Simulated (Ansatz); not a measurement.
Total energies of the cluster Nb2S6 from Ansatz at PBE-D4/def2-TZVP, gas phase (1 Eh = 27.2114 eV = 2625.5 kJ/mol). The reference geometry is relaxed at PBE-D4/def2-SVP.

```csv
atom,x (Å),y (Å),z (Å)
Nb1,-0.741,-1.846,-1.410
Nb2,0.087,0.060,0.132
S3,0.232,2.460,0.855
S4,-0.556,1.076,2.255
S5,-1.210,-2.027,0.806
S6,-1.367,0.367,-1.776
S7,1.507,-1.589,-1.193
S8,2.048,1.499,0.331
```

| state | geometry | energy (Eh) |
| --- | --- | --- |
| charge 0 singlet | reference | -2502.61365 |
| charge 1 doublet | reference | -2502.33320 |
| charge -1 doublet | reference | -2502.68035 |
| charge 0 triplet | relaxed at PBE-D4/def2-SVP | -2502.57005 |
| charge 0 quintet | relaxed at PBE-D4/def2-SVP | -2502.52274 |
| free Nb atom (sextet) | – | -56.83927 |
| free S atom (triplet) | – | -397.93833 |

In the def2 sets Nb takes a core potential; there is no spin–orbit coupling.

Task: Work out the vertical ionisation energy to the doublet.

Result: E(charge 1 doublet) − E(charge 0 singlet) = -2502.33320 − (-2502.61365) = 0.28045 Eh = 7.63 eV. For comparison, −ε of the highest occupied level is 5.44 eV at this level, 2.19 eV less.

Task: Work out the vertical electron affinity, to the doublet.

Result: E(charge 0 singlet) − E(charge -1 doublet) = -2502.61365 − (-2502.68035) = 0.06670 Eh = 1.82 eV. The basis lacks diffuse functions, which makes affinities too small.

Task: Give the fundamental gap IE − EA, the Mulliken electronegativity (IE + EA)/2 and the hardness (IE − EA)/2.

Result: From the values in Eh: IE − EA = 0.28045 − 0.06670 = 0.21375 Eh = 5.82 eV; (IE + EA)/2 = 4.72 eV; (IE − EA)/2 = 2.91 eV. The HOMO–LUMO gap of the same run is 1.57 eV, 4.25 eV smaller than the fundamental gap.

Task: Which of the charge 0 states is lowest, and how far above it are the others?

Result: The singlet. triplet: -2502.57005 − (-2502.61365) = 0.04360 Eh = 114.5 kJ/mol; quintet: -2502.52274 − (-2502.61365) = 0.09091 Eh = 238.7 kJ/mol.

Task: What is the binding energy per atom against free atoms?

Result: Atoms: 2 × (-56.83927) + 6 × (-397.93833) = -2501.30852 Eh. Binding: -2501.30852 − (-2502.61365) = 1.30513 Eh = 35.51 eV, or 4.44 eV for each of 8 atoms (no zero-point energy, no counterpoise term).

The restricted singlet is unstable towards broken spin symmetry in Hartree–Fock (as tested in another run); at PBE-D4/def2-TZVP this wasn't settled. At PBE-D4/def2-TZVP the highest occupied level of the charge -1 doublet lies above zero (up to 0.27 eV). By energy differences its removal costs 1.82 eV (vertical, to the charge 0 singlet, at PBE-D4/def2-TZVP); self-interaction error and the lack of diffuse functions both raise the level.  

The structure comes from a short search, and lower isomers may exist.
